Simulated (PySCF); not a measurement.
# C₆ coefficients of unlike pairs at UHF

Calculated with PySCF 2.14 from the dipole response of each species, C₆(A,B) = (3/π) ∫ α_A(iu) α_B(iu) du, in atomic units, from isotropic polarisabilities. For ions this is the dispersion term alone; charge-induced terms of lower order in 1/R come first.

```json
{"species": "Ta²⁺", "configuration": "[Xe] 4f14 5d3 (4F)", "basis": "aug-cc-pVTZ-PP with ECP60MDF (6s6p5d3f2g)", "relativity": "core potential", "α (bohr³)": "13.33", "C₆ (like pair)": "73.67"}
{"species": "W⁺", "configuration": "[Xe] 4f14 5d4 6s1 (6D)", "basis": "aug-cc-pVQZ-PP with ECP60MDF (7s7p6d4f3g2h)", "relativity": "core potential", "α (bohr³)": "44.27", "C₆ (like pair)": "389.5"}
{"species": "P³⁺", "configuration": "[Ne] 3s2 (1S)", "basis": "aug-cc-pVQZ-DK (7s6p4d3f2g)", "relativity": "spin-free X2C", "α (bohr³)": "7.069", "C₆ (like pair)": "18.36"}
{"species": "Kr²⁺", "configuration": "[Ar] 3d10 4s2 4p4 (3P)", "basis": "def2-TZVPPD (7s6p5d1f)", "relativity": "none", "α (bohr³)": "7.549", "C₆ (like pair)": "36.79"}
```

Estimate C₆ for Kr²⁺ with P³⁺.

The integral gives 25.05. The combination rule 2 C_A C_B / (C_A α_B/α_A + C_B α_A/α_B) gives 24.99 and the geometric mean 25.99.

No spin-orbit coupling is included.

The other pairs:

| pair | C₆ |
| --- | --- |
| Kr²⁺, W⁺ | 108.2 |
| P³⁺, W⁺ | 82.39 |
| W⁺, Ta²⁺ | 161.0 |
| P³⁺, Ta²⁺ | 36.18 |
| Kr²⁺, Ta²⁺ | 51.57 |
